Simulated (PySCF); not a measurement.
An isoelectronic set: 47 electrons

PBE in PySCF with def2-TZVPP on every atom (core potentials on Sr), for the lowest determinant that a PBE0 search found; no spin–orbit coupling. All have 47 electrons, 9 of them in the valence shells, and the same state, a doublet (σ ↑). For ions De leads to the atom and ion picked by measured ionisation energies and electron affinities.

```
species  difference of nuclear charges  Re (Å)  ωe (cm⁻¹)  k (mdyn/Å)  De (eV)  dissociates to  Mayer bond order
   ZnCl                             13   2.173        355        1.68     2.27         Zn + Cl              1.08
    GaS                             15   2.087        456        2.67     3.96          Ga + S              2.05
   AlSe                             21   2.179        466        2.58     4.00         Al + Se              2.21
    SrF                             29   2.076        493        2.23     5.75          Sr + F              0.69
```

Spin–orbit coupling is left out. States were picked by a PBE0 search and need not be the measured ground states.
